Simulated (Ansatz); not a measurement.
`S[SiH2][GaH][I]` + `FC(Cl)Br` → `S[SiH2][GaH2]` + `FC(Cl)(Br)I` at 400 K and 1 bar (formal exchange of groups at a Ga–I bond).

Calculated with Ansatz (gas phase, PBE0-D4/def2-TZVP geometries, no zero-point term in ΔE). CCSD(T)/CBS is the MP2 limit (def2-TZVPP, def2-QZVPP) plus CCSD(T) − MP2 in def2-TZVPP, frozen cores. def2 core potentials past Kr. For Br, Ga, I outer-core shells are correlated without core-valence functions, which leaves a few kJ/mol of doubt a bond. Scalar relativity is left out up to krypton. One conformer a species, not always the lowest.

```csv
species,CCSD(T)/CBS energy (Eh),H − E (kJ/mol),S (J/(mol·K))
`S[SiH2][GaH][I]`,-2910.71788,126.1,435.8
`FC(Cl)Br`,-3171.52249,76.0,324.4
`S[SiH2][GaH2]`,-2613.80410,135.9,384.2
`FC(Cl)(Br)I`,-3468.34782,52.3,377.2
```

H − E and S are ideal-gas, rigid-rotor, harmonic terms from PBE0-D4/def2-TZVP, for one conformer and one mirror image of each species. 1 Eh = 2625.50 kJ/mol, R = 8.31446 J/(mol·K).

**Question.** By hand: ΔE, ΔH, ΔS and ΔG.

**Answer.** ΔE = (-2613.80410) + (-3468.34782) − (-2910.71788) − (-3171.52249) = 0.08845 Eh = 232.2 kJ/mol. Δ(H − E) = 135.9 + 52.3 − 126.1 − 76.0 = -13.9, so ΔH = 218.3 kJ/mol. ΔS = 384.2 + 377.2 − 435.8 − 324.4 = 1.2 J/(mol·K). ΔG = 218.3 − 400 × (1.2)/1000 = 217.8 kJ/mol.

**Question.** By hand: the equilibrium constant, and the temperature at which ΔG would vanish if ΔH and ΔS stayed fixed.

**Answer.** log₁₀ K = −ΔG/(RT ln 10) = -28.4. ΔG = 0 at ΔH/ΔS = 181917 K, far beyond where these terms or the molecules hold.

The number of gas molecules stays the same, so ΔS is small and ΔH decides. A doubt of 5 kJ/mol in ΔE shifts log₁₀ K by 0.7 here. Other conformers and mirror images would add mixing entropy, several J/(mol·K) or more a flexible species. Modes under 60 cm⁻¹, often nearly free rotors, make the harmonic entropy too high. These are equilibria of isolated gas molecules and say nothing of rates. Largest T1 diagnostic: 0.013 (customary marks: 0.02 for closed shells, 0.045 for open ones).
